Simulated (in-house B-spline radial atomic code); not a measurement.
Configurations of K⁺, with energies counted from [Ne] 3s2 3p6. Method: scalar-relativistic (X2C) LDA PW92, spin-polarised, spherical fractional occupations, Fermi nucleus of rms radius 3.4349 fm. Calculated with a B-spline radial code for spherical atoms. Shells without spins written out take the highest spin.

Occupations are held fixed; configurations that lie above the ionisation limit could autoionise.

```tsv
configuration	E - E(ref) (eV)	highest orbital	its <r> (bohr)
[Ne] 3s2 3p5 4s1	20.019	4s up	3.675
[Ne] 3s2 3p(2 up, 3 down) 3d(0 up, 1 down)	20.927	3d down	2.372
[Ne] 3s2 3p5 4d1	26.526	4d up	6.629
[He] 2s2 2p(3 up, 2 down) 3s2 3p6 3d(1 up, 0 down)	296.06	3d up	2.117
[He] 2s2 2p5 3s2 3p6 4p1	298.74	4p up	4.301
```

(1) Order these further configurations by energy, lowest first.
A. [He] 2s2 2p5 3s2 3p6 4d1
B. [He] 2s2 2p5 3s2 3p6 4s1
C. [Ne] 3s1 3p6 4s1
D. [Ne] 3s1 3p6 4f1
E. [Ne] 3s(1 up, 0 down) 3p6 3d(1 up, 0 down)

(2) How far above the reference does [Ne] 3s(0 up, 1 down) 3p6 4p(0 up, 1 down) lie?

Answers

(1) C (36.841 eV), E (37.519 eV), D (45.081 eV), B (295.76 eV), A (302.35 eV).

(2) 39.818 eV; its least bound orbital is 4p down with <r> = 4.398 bohr.
